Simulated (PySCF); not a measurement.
## Co (cobalt, neutral) across methods

[Ar] 3d6 4s2 4p1, one real determinant (an excited configuration). Calculation: PySCF 2.14, in aug-cc-pVDZ; the non-relativistic Hamiltonian (point nucleus). The B2PLYP total includes its PT2 part (frozen core); its orbital energies are those of the SCF part.

```
method  E (hartree)  mean ε 4s α (eV)  mean ε 4s β (eV)  mean ε 4p α (eV)  Σ⟨r²⟩ (bohr²)   ⟨S²⟩
   LDA    -1379.863            -8.206            -6.917            -3.157          44.69  8.756
  MN15    -1382.597            -9.409            -8.231            -4.204          45.55  8.755
   UHF  -1381.21817           -11.365            -8.754            -5.869          45.89  8.762
  PBE0    -1382.243            -9.029            -7.435            -3.977          44.78  8.758
r2SCAN    -1382.440            -8.290            -6.774            -3.409          44.56  8.764
PBEsol    -1380.973            -8.045            -6.677            -3.133          44.81  8.757
 B3LYP    -1382.509            -8.790            -7.509            -3.692          44.99  8.757
B2PLYP    -1382.192            -9.846            -8.090            -4.562          45.25  8.760
   PBE    -1382.201            -8.017            -6.681            -3.159          45.00  8.757
```

⟨L²⟩ = 8.01 against 12 for a pure F term, so this real determinant mixes terms.
